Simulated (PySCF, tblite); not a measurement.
Isomers of C7H15PSi. Method: GFN2-xTB as coded in tblite; computed harmonic values from a numerical Hessian at the method's own geometry, unscaled. This tight-binding method is rough: wavenumbers can miss measured ones by several per cent, in bad cases by 10 to 20. Modes of hydrogen on phosphorus and silicon can be 10 to 20 % off. One conformer each.

Electronic energies: PBE0/pcSseg-1 single points on the GFN2-xTB geometries (PySCF, gas phase).

```
                     SMILES  electronic energy, lowest = 0 (kJ/mol)
        CCCC1=CC[Si@H](P)C1                                     0.0
C=C1C[Si@@H](P)[C@@H]1C(C)C                                    90.3
       C=CC(=C)[Si@H](P)CCC                                    98.7
 C=C1C[Si@@H](P)[C@H]1C(C)C                                   100.8
        CCC#C[Si@H](P)C(C)C                                   107.4
        C=C[Si@H](P)C1CCCC1                                    40.8
    C=C[Si@@]1(P)CC[C@H]1CC                                    79.8
```

**Question.** How do GFN2-xTB zero-point energies change the relative energies?

**Answer.** 
```json
{"SMILES": "CCCC1=CC[Si@H](P)C1", "ZPE (kJ/mol)": "515.7", "of it from modes above 1550 cm⁻¹": "265.9", "electronic (kJ/mol)": "0.0", "with ZPE, lowest = 0 (kJ/mol)": "0.0", "lowest mode (cm⁻¹)": "28", "rings": "1"}
{"SMILES": "C=C[Si@H](P)C1CCCC1", "ZPE (kJ/mol)": "517.0", "of it from modes above 1550 cm⁻¹": "266.2", "electronic (kJ/mol)": "40.8", "with ZPE, lowest = 0 (kJ/mol)": "42.1", "lowest mode (cm⁻¹)": "26", "rings": "1"}
{"SMILES": "C=C[Si@@]1(P)CC[C@H]1CC", "ZPE (kJ/mol)": "519.4", "of it from modes above 1550 cm⁻¹": "272.1", "electronic (kJ/mol)": "79.8", "with ZPE, lowest = 0 (kJ/mol)": "83.5", "lowest mode (cm⁻¹)": "49", "rings": "1"}
{"SMILES": "C=C1C[Si@@H](P)[C@@H]1C(C)C", "ZPE (kJ/mol)": "512.5", "of it from modes above 1550 cm⁻¹": "268.3", "electronic (kJ/mol)": "90.3", "with ZPE, lowest = 0 (kJ/mol)": "87.1", "lowest mode (cm⁻¹)": "43", "rings": "1"}
{"SMILES": "C=CC(=C)[Si@H](P)CCC", "ZPE (kJ/mol)": "507.6", "of it from modes above 1550 cm⁻¹": "278.1", "electronic (kJ/mol)": "98.7", "with ZPE, lowest = 0 (kJ/mol)": "90.6", "lowest mode (cm⁻¹)": "38", "rings": "0"}
{"SMILES": "C=C1C[Si@@H](P)[C@H]1C(C)C", "ZPE (kJ/mol)": "512.4", "of it from modes above 1550 cm⁻¹": "267.5", "electronic (kJ/mol)": "100.8", "with ZPE, lowest = 0 (kJ/mol)": "97.4", "lowest mode (cm⁻¹)": "25", "rings": "1"}
{"SMILES": "CCC#C[Si@H](P)C(C)C", "ZPE (kJ/mol)": "509.1", "of it from modes above 1550 cm⁻¹": "270.1", "electronic (kJ/mol)": "107.4", "with ZPE, lowest = 0 (kJ/mol)": "100.7", "lowest mode (cm⁻¹)": "10i", "rings": "0"}
```

The zero-point energies span 11.8 kJ/mol, from `C=CC(=C)[Si@H](P)CCC` to `C=C[Si@@]1(P)CC[C@H]1CC`. Slightly imaginary modes are left out of the zero-point energy: `CCC#C[Si@H](P)C(C)C` 9.5i cm⁻¹. The order is unchanged.

**Question.** And how do the electronic energies of GFN2-xTB itself compare?

**Answer.** `CCCC1=CC[Si@H](P)C1` 0.0; `C=C[Si@H](P)C1CCCC1` 37.3; `C=C[Si@@]1(P)CC[C@H]1CC` 122.0; `C=C1C[Si@@H](P)[C@@H]1C(C)C` 69.8; `C=CC(=C)[Si@H](P)CCC` 129.4; `C=C1C[Si@@H](P)[C@H]1C(C)C` 61.4; `CCC#C[Si@H](P)C(C)C` 112.6 kJ/mol, lowest = 0. Against the energies above, taken from the same isomer `CCCC1=CC[Si@H](P)C1`, the largest difference is 42.2 kJ/mol.

**Question.** What do entropy and thermal enthalpy add at 298.15 K and 1 bar (rigid rotor, harmonic oscillator, one conformer each)?

**Answer.** 
```json
{"SMILES": "CCCC1=CC[Si@H](P)C1", "point group": "C1", "symmetry number": "1", "S (J/(mol K))": "469.0", "H − H(0) (kJ/mol)": "34.87", "ZPE + H − H(0) − TS (kJ/mol)": "410.8"}
{"SMILES": "C=C[Si@H](P)C1CCCC1", "point group": "C1", "symmetry number": "1", "S (J/(mol K))": "478.1", "H − H(0) (kJ/mol)": "35.23", "ZPE + H − H(0) − TS (kJ/mol)": "409.7"}
{"SMILES": "C=C[Si@@]1(P)CC[C@H]1CC", "point group": "C1", "symmetry number": "1", "S (J/(mol K))": "477.6", "H − H(0) (kJ/mol)": "36.64", "ZPE + H − H(0) − TS (kJ/mol)": "413.7"}
{"SMILES": "C=C1C[Si@@H](P)[C@@H]1C(C)C", "point group": "C1", "symmetry number": "1", "S (J/(mol K))": "466.0", "H − H(0) (kJ/mol)": "35.73", "ZPE + H − H(0) − TS (kJ/mol)": "409.3"}
{"SMILES": "C=CC(=C)[Si@H](P)CCC", "point group": "C1", "symmetry number": "1", "S (J/(mol K))": "484.1", "H − H(0) (kJ/mol)": "37.77", "ZPE + H − H(0) − TS (kJ/mol)": "401.0"}
{"SMILES": "C=C1C[Si@@H](P)[C@H]1C(C)C", "point group": "C1", "symmetry number": "1", "S (J/(mol K))": "460.2", "H − H(0) (kJ/mol)": "35.24", "ZPE + H − H(0) − TS (kJ/mol)": "410.4"}
```

Not tabulated: `CCC#C[Si@H](P)C(C)C` (lowest mode only 10i cm⁻¹).
